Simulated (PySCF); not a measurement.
## Unknown compound

Molecular formula: C₇H₇NO. Simulated spectra:

1H NMR (500 MHz, computed): δ 6.73 (m, 1H), 6.20 (m, 1H), 5.94 (m, 1H), 5.29 (d, 1H), 4.72 (m, 2H), 4.35 (br s, 1H).

13C{1H} NMR (computed): δ 224.8 (C), 154.7 (CH), 125.5 (C), 105.0 (CH), 99.1 (CH), 93.3 (CH), 67.6 (CH2).

- GFN2-xTB structure
- shieldings: GIAO PBE0/pcSseg-1
- code: PySCF 2.14.0 with density-fitted response routines
- a single conformation, fast rotation and ring inversion assumed for equivalent nuclei, non-relativistic, no solvent model

Referencing at the same level of theory: TMS for 1H (σ = 31.72 ppm), 13C (σ = 186.93 ppm).

Question: Which of these isomers gave the spectra?
A. CC(=O)c1ccccn1
B. [H]/N=C\c1cccc(O)c1
C. C1=Cn2cccc2CO1
D. CC(=O)c1cccnc1
E. N#C/C=C\C=C=CCO

Answer: E. 

1. The formula gives 5 degrees of unsaturation (no ring in the answer).
2. 7 carbon signals for 7 carbons: no two carbons are equivalent.
3. Carbon types of the structure: 2 × C, 4 × CH, 1 × CH2, leaving 1 H on heteroatoms.
4. δC 224.8: central carbon of an allene; the central sp carbon of an allene is among the most deshielded carbons of hydrocarbons.
5. δC 154.7, 99.1: alkene CH.
6. δC 125.5: nitrile carbon; typical of a nitrile.
7. δC 105.0, 93.3: terminal carbon of a cumulated C=C=C unit.
8. δC 67.6: allylic sp3 CH2 bonded to O; the inductive effect lowers its shielding.

The others: CC(=O)c1ccccn1 has carbons computed at 205.7, 157.3, 154.2, 142.8, 132.5, 127.8, 30.0, with a different DEPT pattern; [H]/N=C\c1cccc(O)c1 has carbons computed at 170.9, 164.7, 139.1, 136.0, 123.0, 120.5, 119.0, with a different DEPT pattern; C1=Cn2cccc2CO1 would give 6 signals for carbon-bound and other non-exchanging H, not 5; CC(=O)c1cccnc1 has carbons computed at 199.9, 159.5, 156.2, 142.9, 134.9, 128.8, 28.9, with a different DEPT pattern.

OH/NH shifts are gas-phase values; hydrogen bonding in solution moves them, usually downfield. Shifts are as computed. Against solution values, carbons near 30 ppm lie about +3 ppm off and those near 130 ppm about +5 ppm. Of 1211 compounds with measured shifts, 218 miss one by over three times the rms of a fit or turn the order of signals round; such compounds aren't used in these exercises. Multiplicities follow the n + 1 count of equivalent neighbours, as no J values were calculated; m marks all less simple cases, F and P coupling included.
